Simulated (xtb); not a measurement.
C2H6Zn, charge -1, doublet, geometry from GFN2-xTB (such geometries of metal compounds can be far from the true shape) (a state made from the parent by changing its charge; the spin is typed, not shown lowest); xtb with GFN2-xTB.

Here is a job for xtb.
```
$ xtb mol.xyz --gfn 2 --chrg -1 --uhf 1 --opt --json

# file mol.xyz
9

Zn     0.17759845    -0.49094132     0.13229608
C      1.32147960     0.97021973    -1.47352980
H      2.31271718     0.65165162    -1.82828766
H      1.45764629     1.96698810    -1.03361241
H      0.70453769     1.11057171    -2.37174891
C     -1.85600265     0.51046515     1.07390291
H     -2.76985616    -0.08881283     0.94903778
H     -2.04018173     1.46487311     0.56600317
H     -1.78567864     0.73885854     2.14748685
```

It wrote (shortened):

```
   ID    Z sym.   atoms
    1   30 Zn     1
    2    6 C      2, 6
    3    1 H      3-5, 7-9

           -------------------------------------------------
          |                Calculation Setup                |
           -------------------------------------------------

molecular fragmentation (1/2 indicates fragments):
111122222
# atoms in fragment 1/2:     4     5
 fragment masses (1/2) :       79.40       16.04
CMA distance (Bohr)    :   4.768
constraining FC (au)   :  0.0500

           -------------------------------------------------
          |                 G F N 2 - x T B                 |
           -------------------------------------------------

          ...................................................
          :                      SETUP                      :
          :.................................................:
          :  # basis functions                  18          :
          :  # atomic orbitals                  18          :
          :  # shells                           12          :
          :  # electrons                        17          :
          :  max. iterations                   250          :
          :  Hamiltonian                  GFN2-xTB          :
          :  restarted?                      false          :
          :  GBSA solvation                  false          :
          :  PC potential                    false          :
          :  electronic temp.          300.0000000     K    :
          :  accuracy                    1.0000000          :
          :  -> integral cutoff          0.2500000E+02      :
          :  -> integral neglect         0.1000000E-07      :
          :  -> SCF convergence          0.1000000E-05 Eh   :
          :  -> wf. convergence          0.1000000E-03 e    :
          :  Broyden damping             0.4000000          :
          :  net charge                         -1          :
          :  unpaired electrons                  1          :
          ...................................................

 iter      E             dE          RMSdq      gap      omega  full diag
   1     -7.9141061 -0.791411E+01  0.871E+00    3.50       0.0  T
   2     -7.9673546 -0.532485E-01  0.286E+00    5.29       1.0  T
   3     -8.0204601 -0.531055E-01  0.309E+00    4.53       1.0  T
   4     -8.0456513 -0.251912E-01  0.463E-01    5.10       1.0  T
   5     -8.0458785 -0.227210E-03  0.982E-02    5.15       1.0  T
   6     -8.0458794 -0.875714E-06  0.613E-02    5.15       1.0  T
   7     -8.0458793  0.652614E-07  0.138E-02    5.14       2.4  T
   8     -8.0458811 -0.179874E-05  0.540E-03    5.14       6.2  T
   9     -8.0458808  0.368261E-06  0.730E-03    5.14       4.6  T
  10     -8.0458812 -0.395458E-06  0.532E-04    5.14      62.7  T
  11     -8.0458812 -0.295691E-08  0.233E-04    5.14     142.8  T

   *** convergence criteria satisfied after 11 iterations ***

         :::::::::::::::::::::::::::::::::::::::::::::::::::::
         ::                     SUMMARY                     ::
         :::::::::::::::::::::::::::::::::::::::::::::::::::::
         :: total energy              -7.950676340380 Eh    ::
         :: gradient norm              0.000064701602 Eh/a0 ::
         :: HOMO-LUMO gap              5.142597160966 eV    ::
         ::.................................................::
         :: SCC energy                -8.045879357103 Eh    ::
         :: -> isotropic ES            0.128998023993 Eh    ::
         :: -> anisotropic ES          0.010674854941 Eh    ::
         :: -> anisotropic XC          0.004505635382 Eh    ::
         :: -> dispersion             -0.005206715469 Eh    ::
         :: repulsion energy           0.095203016723 Eh    ::
         :: add. restraining           0.000000000000 Eh    ::
         :: total charge              -1.000000000000 e     ::
         :::::::::::::::::::::::::::::::::::::::::::::::::::::

      -----------------------------------------------------------
[...]
 * total energy  :    -7.9506763 Eh     change       -0.2674465E-09 Eh
   *** GEOMETRY OPTIMIZATION CONVERGED AFTER 1 ITERATIONS ***
         :: total energy              -7.950676340648 Eh    ::
[...]
         3        2.0000           -0.2421608              -6.5895
         4        2.0000           -0.2416108              -6.5746
         5        2.0000           -0.2401766              -6.5355
         6        2.0000           -0.2392646              -6.5107
         7        2.0000           -0.1688974              -4.5959
         8        2.0000           -0.1201933              -3.2706
         9        1.0000           -0.0495894              -1.3494 (HOMO)
        10                          0.1393991               3.7932 (LUMO)
        11                          0.2486902               6.7672
        12                          0.3150702               8.5735
        13                          0.4084047              11.1133
        14                          0.4096386              11.1468
        15                          0.4126672              11.2292
        16                          0.4144621              11.2781
        17                          0.4356680              11.8551
        18                          0.5007153              13.6252
      -------------------------------------------------------------
                  HL-Gap            0.1889885 Eh            5.1426 eV
             Fermi-level           -0.0199933 Eh           -0.5440 eV

     #   Z          covCN         q      C6AA      α(0)
     1  30 Zn       0.851     0.033   250.018    36.369
     2   6 C        3.196    -0.233    33.621     9.453
     3   1 H        0.923    -0.099     5.527     3.677
     4   1 H        0.923    -0.091     5.258     3.586
     5   1 H        0.923    -0.093     5.326     3.609
     6   6 C        3.195    -0.234    33.639     9.456
     7   1 H        0.923    -0.098     5.495     3.666
     8   1 H        0.924    -0.087     5.130     3.542
     9   1 H        0.923    -0.097     5.474     3.659

 Mol. C6AA /au·bohr⁶  :       1664.076587
 Mol. C8AA /au·bohr⁸  :      61056.818902
 Mol. α(0) /au        :         77.015356

Wiberg/Mayer (AO) data.
largest (>0.10) Wiberg bond orders for each atom

 ---------------------------------------------------------------------------
     #   Z sym  total        # sym  WBO       # sym  WBO       # sym  WBO
 ---------------------------------------------------------------------------
     1  30 Zn   1.171 --     6 C    0.562     2 C    0.561
     2   6 C    3.615 --     3 H    0.983     4 H    0.980     5 H    0.980
                             1 Zn   0.561     6 C    0.106
     3   1 H    0.990 --     2 C    0.983
     4   1 H    0.992 --     2 C    0.980
     5   1 H    0.991 --     2 C    0.980
     6   6 C    3.616 --     7 H    0.981     8 H    0.981     9 H    0.981
                             1 Zn   0.562     2 C    0.106
     7   1 H    0.990 --     6 C    0.981
     8   1 H    0.992 --     6 C    0.981
     9   1 H    0.990 --     6 C    0.981
 ---------------------------------------------------------------------------

Topologies differ in total number of bonds
Writing topology from bond orders to xtbtopo.mol

molecular dipole:
                 x           y           z       tot (Debye)
 q only:        0.618      -1.700       0.456
   full:        0.349      -0.967       0.261       2.695
molecular quadrupole (traceless):
                xx          xy          yy          xz          yz          zz
 q only:       -6.244      -1.066       6.525      12.665       2.855      -0.281
  q+dip:       -4.707      -0.772       4.873       9.469       2.124      -0.167
   full:       -5.113      -0.465       4.920      10.871       2.803       0.193

optimized geometry written to: xtbopt.xyz

           -------------------------------------------------
          | TOTAL ENERGY               -7.950676340648 Eh   |
          | GRADIENT NORM               0.000064876211 Eh/α |
          | HOMO-LUMO GAP               5.142639172778 eV   |
           -------------------------------------------------

normal termination of xtb
```
